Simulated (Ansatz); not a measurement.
One change: `CC[O][Sb]([SiH3])[N](C)C` becomes `CC[O][SbH][SiH3]`.

Ansatz, PBE0-D4/def2-TZVP geometries, multiplicity 1. Each molecule was computed in one conformer, which needn't be the lowest.

Elements past krypton have def2 core potentials.  Spin–orbit coupling is left out; it splits and shifts lone-pair levels of the heavy atoms by tenths of an eV.

```csv
property,`CC[O][Sb]([SiH3])[N](C)C`
LUMO energy (PBE0/def2-TZVPP) / eV,-0.87
HOMO energy (ωB97M-V/def2-TZVPP) / eV,-8.28
size of the dipole moment (B3LYP/def2-TZVPP) / D,1.57
HOMO–LUMO gap (PBE/def2-TZVPP) / eV,3.33
HOMO–LUMO gap (PBE0/def2-TZVPP) / eV,5.26
HOMO energy (B3LYP/def2-TZVPP) / eV,-5.93
```

What does the change do to each property? (Estimate.)

Computed: 
| property | `CC[O][SbH][SiH3]` | shift |
| --- | --- | --- |
| LUMO energy (PBE0/def2-TZVPP) / eV | -1.23 | -0.36 |
| HOMO energy (ωB97M-V/def2-TZVPP) / eV | -8.88 | -0.60 |
| size of the dipole moment (B3LYP/def2-TZVPP) / D | 1.06 | -0.51 |
| HOMO–LUMO gap (PBE/def2-TZVPP) / eV | 3.63 | 0.30 |
| HOMO–LUMO gap (PBE0/def2-TZVPP) / eV | 5.58 | 0.32 |
| HOMO energy (B3LYP/def2-TZVPP) / eV | -6.63 | -0.70 |

With PBE0 the HOMO falls by 0.68 eV and the LUMO falls by 0.36 eV, so the gap widens by about 0.32 eV. PBE moves the HOMO by -0.69 eV and ωB97M-V by -0.60 eV. Dipoles are sizes alone; their direction can turn.

Positive LUMOs are unbound, so they and the gaps depend on the basis.

B3LYP here is the variant with VWN-RPA as its local correlation; programs differ in this.
